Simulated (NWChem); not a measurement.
Everything below was run with NWChem. System: Cl2Ge, charge 1, spin multiplicity 2, at the geometry of a parent with another charge or spin, in a state set for the comparison that need not be this species' ground state. Its SCF solution wasn't tested for a lower state. Level: UMP2/def2-TZVP, 19 core orbitals frozen.

Output (cleaned and shortened):

```
             Northwest Computational Chemistry Package (NWChem) 7.3.0
             --------------------------------------------------------

                                NWChem Input Module
                                -------------------

 Scaling coordinates for geometry "geometry" by  1.889725989
 (inverse scale =  0.529177249)

 Turning off AUTOSYM since
 SYMMETRY directive was detected!

                             Geometry "geometry" -> ""
                             -------------------------

 Output coordinates in angstroms (scale by  1.889725989 to convert to a.u.)

  No.       Tag          Charge          X              Y              Z
 ---- ---------------- ---------- -------------- -------------- --------------
    1 Ge                  32.0000     0.00000000     0.00000000    -0.72496500
    2 Cl                  17.0000    -1.70984700     0.00000000     0.68232000
    3 Cl                  17.0000     1.70984700     0.00000000     0.68232000

 Effective nuclear repulsion energy (a.u.)     304.7092017093

            Nuclear Dipole moment (a.u.)
            ----------------------------
        X                 Y               Z
 ---------------- ---------------- ----------------
     0.0000000000     0.0000000000     0.0000000000

      Symmetry information
      --------------------

 Group name             C2v
 Group number             16
 Group order               4
 No. of unique centers     2

      Symmetry unique atoms

     1    2


 Summary of "ao basis" -> "" (spherical)
 ------------------------------------------------------------------------------
       Tag                 Description            Shells   Functions and Types
 ---------------- ------------------------------  ------  ---------------------
 *                         def2-tzvp                  on all atoms

 Summary of "ao basis" -> "ao basis" (spherical)
 ------------------------------------------------------------------------------
       Tag                 Description            Shells   Functions and Types
 ---------------- ------------------------------  ------  ---------------------
 Ge                        def2-tzvp                16       48   6s5p4d1f
 Cl                        def2-tzvp                13       37   5s5p2d1f

                                 NWChem SCF Module
                                 -----------------

  ao basis        = "ao basis"
  functions       =   122
  atoms           =     3
  alpha electrons =    33
  beta  electrons =    32
  charge          =   1.00
  wavefunction    = UHF
  use symmetry    = T
  symmetry adapt  = T

 Summary of "ao basis" -> "ao basis" (spherical)
 ------------------------------------------------------------------------------
       Tag                 Description            Shells   Functions and Types
 ---------------- ------------------------------  ------  ---------------------
 Ge                        def2-tzvp                16       48   6s5p4d1f
 Cl                        def2-tzvp                13       37   5s5p2d1f

      Symmetry analysis of basis
      --------------------------

        a1         46
        a2         17
        b1         36
        b2         23

 Forming initial guess at       0.1s

   Symmetry analysis of molecular orbitals - initial alpha
   -------------------------------------------------------

  Numbering of irreducible representations:

     1 a1          2 a2          3 b1          4 b2

  Orbital symmetries:

     1 a1          2 a1          3 b1          4 a1          5 b2
     6 a1          7 b1          8 b1          9 a1         10 b1
    11 a1         12 a2         13 b2         14 b1         15 a1
    16 a1         17 b2         18 a1         19 b1         20 a1
    21 b2         22 a2         23 b1         24 a1         25 a1
    26 b1         27 a1         28 b1         29 a1         30 b2
    31 a2         32 a1         33 b1         34 b2         35 b1
    36 a1         37 a1         38 b2         39 a2         40 a1
    41 b1         42 a1         43 b1

   Symmetry analysis of molecular orbitals - initial beta
   ------------------------------------------------------

  Numbering of irreducible representations:
[...]
    66      0.167614  2 Cl px               103      0.167614  3 Cl px

 center of mass
 --------------
 x =   0.00000000 y =   0.00000000 z =  -0.07711957

 moments of inertia (a.u.)
 ------------------
         254.160120160053           0.000000000000           0.000000000000
           0.000000000000         984.329335682697           0.000000000000
           0.000000000000           0.000000000000         730.169215522644

  Mulliken analysis of the total density
  --------------------------------------

    Atom       Charge   Shell Charges
 -----------   ------   -------------------------------------------------------
    1 Ge  32    30.83   2.00  2.00  1.17  0.78  1.04  0.48  5.98  4.41  1.59  0.83  0.30  8.94  1.08  0.06  0.13  0.04
    2 Cl  17    17.08   2.01  0.45  1.51  1.13  0.87  4.18  1.69  1.03  2.84  1.33  0.01  0.03  0.00
    3 Cl  17    17.08   2.01  0.45  1.51  1.13  0.87  4.18  1.69  1.03  2.84  1.33  0.01  0.03  0.00

  Mulliken analysis of the alpha density
  --------------------------------------

    Atom       Charge   Shell Charges
 -----------   ------   -------------------------------------------------------
    1 Ge  32    15.62   1.00  1.00  0.59  0.39  0.59  0.29  2.99  2.21  0.79  0.49  0.17  4.47  0.54  0.03  0.06  0.02
    2 Cl  17     8.69   1.01  0.22  0.76  0.56  0.43  2.10  0.84  0.55  1.52  0.68  0.00  0.01  0.00
    3 Cl  17     8.69   1.01  0.22  0.76  0.56  0.43  2.10  0.84  0.55  1.52  0.68  0.00  0.01  0.00

   Mulliken analysis of the beta density
   -------------------------------------

    Atom       Charge   Shell Charges
 -----------   ------   -------------------------------------------------------
    1 Ge  32    15.21   1.00  1.00  0.58  0.40  0.45  0.19  2.99  2.20  0.80  0.34  0.13  4.47  0.54  0.03  0.07  0.02
    2 Cl  17     8.39   1.01  0.22  0.76  0.56  0.43  2.08  0.85  0.48  1.32  0.65  0.00  0.02  0.00
    3 Cl  17     8.39   1.01  0.22  0.76  0.56  0.43  2.08  0.85  0.48  1.32  0.65  0.00  0.02  0.00

   Mulliken analysis of the spin density
   -------------------------------------

    Atom       Charge   Shell Charges
 -----------   ------   -------------------------------------------------------
    1 Ge  32     0.41   0.00  0.00  0.01 -0.01  0.14  0.09  0.00  0.01 -0.00  0.14  0.04 -0.01  0.01  0.00 -0.01  0.00
    2 Cl  17     0.30   0.00  0.00 -0.00  0.00  0.00  0.01 -0.01  0.07  0.20  0.03 -0.00 -0.00  0.00
    3 Cl  17     0.30   0.00  0.00 -0.00  0.00  0.00  0.01 -0.01  0.07  0.20  0.03 -0.00 -0.00  0.00

       Multipole analysis of the density wrt the origin
       ------------------------------------------------

     L   x y z        total         alpha         beta         nuclear
     -   - - -        -----         -----         ----         -------
     0   0 0 0      1.000000    -33.000000    -32.000000     66.000000

     1   1 0 0      0.000000      0.000000      0.000000      0.000000
     1   0 1 0      0.000000      0.000000     -0.000000      0.000000
     1   0 0 1     -1.257026     -0.230112     -1.026914      0.000000

     2   2 0 0    -25.771901   -193.717201   -187.024242    354.969542
     2   1 1 0     -0.000000     -0.000000      0.000000      0.000000
     2   1 0 1      0.000000     -0.000000      0.000000      0.000000
     2   0 2 0    -27.215597    -14.057838    -13.157759      0.000000
     2   0 1 1     -0.000000     -0.000000     -0.000000      0.000000
     2   0 0 2    -23.891021    -74.021069    -66.456045    116.586093

                   NWChem MP2 Semi-direct Energy/Gradient Module
                   ---------------------------------------------

  Basis functions       =    122
  Molecular orbitals    =    122
  Frozen core           =     19
  Frozen virtuals       =      0
  Active alpha occupied =     14
  Active beta occupied  =     13
  Active alpha virtual  =     89
  Active beta virtual   =     90
  Use MO symmetry       = T
  Use skeleton AO sym   = T

  AO/Fock/Back tols     =   1.0D-09  1.0D-09  1.0D-09

 GA uses MA = F    GA memory limited = T

 Available:
  local mem=  1.26D+08
 global mem=  1.44D+08
 local disk=  0.00D+00
  mp2_memr nvloc                    89
  nvloc new                    89
   1 passes of  14:        5242880                      92638                  30044647.
   1 passes of  14: M    126143335           G      144149432           F     120900455.

 Semi-direct pass number   1 of   1  for UHF alpha       at        5.2s
  vrange nnbf                  7086
  mp2_eaftype                   114  avail_ma_in_mb                  1099
 EAF : mp2_eaftype filesize         114   15022324.
  mp2_eaf for mointskh                    114
Node 0 wrote     70.6 Mb in      0.0 s     Agg I/O rate:  2034.7 Mb/s
 Done moints_semi at       13.3s
  mp2_eaftype                   114  avail_ma_in_mb                   985
 EAF : mp2_eaftype filesize         114   15022324.
  mp2_eaf for kh                   114
 Done maket at       13.6s
 Done multipass loop at       13.6s

 GA uses MA = F    GA memory limited = T

 Available:
  local mem=  1.26D+08
 global mem=  1.44D+08
 local disk=  0.00D+00
  mp2_memr nvloc                    90
  nvloc new                    90
   1 passes of  13:        5242880                      88839                  28213625.
   1 passes of  13: M    126143335           G      144149432           F     120900455.

 Semi-direct pass number   1 of   1  for UHF beta        at       13.6s
  vrange nnbf                  7086
  mp2_eaftype                   107  avail_ma_in_mb                  1099
 EAF : mp2_eaftype filesize         107   14106812.
  mp2_eaf for mointskh                    107
Node 0 wrote     66.3 Mb in      0.0 s     Agg I/O rate:  2046.6 Mb/s
 Done moints_semi at       21.5s
  mp2_eaftype                   107  avail_ma_in_mb                   992
 EAF : mp2_eaftype filesize         107   14106812.
  mp2_eaf for kh                   107
 Done maket at       21.8s
 Done multipass loop at       21.8s

          -------------------------------------------
          SCF energy               -2994.125196854290
          Correlation energy          -0.563854186928
          Singlet pairs                0.000000000000
          Triplet pairs                0.000000000000
          Total MP2 energy         -2994.689051041218
          -------------------------------------------

          ---------------------------------------------------
                    Spin Component Scaled (SCS) MP2
          Same spin pairs                     -0.157745921657
          Same spin scaling factor             0.333333333333
          Opposite spin pairs                 -0.406108265271
          Opposite spin scaling fact.          1.200000000000
          SCS-MP2 correlation energy          -0.539911892210
          Total SCS-MP2 energy             -2994.665108746501
          ---------------------------------------------------

 -----------------------
 Performance information
 -----------------------

 Timer overhead =  1.57D-07 seconds/call

               Nr. of calls         CPU time (s)                 Wall time (s)                GFlops
             ---------------    -------------------     ------------------------------   -------------------
Name         Min   Avg   Max    Min     Avg     Max     Min     Avg     Max   Mx/calls   Min     Max     Sum
mp2: moin     2     2     2    16.     16.     16.      16.     16.     16.     8.0      0.0     0.0     0.0
mp2: make     2     2     2   0.53    0.53    0.53     0.53    0.53    0.53    0.27      0.0     0.0     0.0
mp2: tota     1     1     1    17.     17.     17.      17.     17.     17.     17.      0.0     0.0     0.0

 The average no. of pstat calls per process was 5.00D+00
 with a timing overhead of 7.87D-07s

 Task  times  cpu:       21.8s     wall:       21.8s

 Total times  cpu:       21.8s     wall:       21.8s
```

**Question.** Write an NWChem input that would produce this output.

**Answer.** Several could match; the one computed here: 
```
start mol
memory heap 200 mb stack 900 mb global 1100 mb
charge 1
geometry units angstroms nocenter noautoz
  Ge     0.000000     0.000000    -0.724965
  Cl    -1.709847     0.000000     0.682320
  Cl     1.709847     0.000000     0.682320
  symmetry group C2v
end
basis spherical
  * library def2-tzvp
end
scf
  uhf
  nopen 1
  maxiter 100
  thresh 1e-7
  semidirect memsize 60000000 filesize 0
  # guess.movecs holds the orbitals of an unrestricted PBE0 run
  vectors input guess.movecs output mol.movecs
end
mp2
  freeze core 19
end
task mp2 energy
```
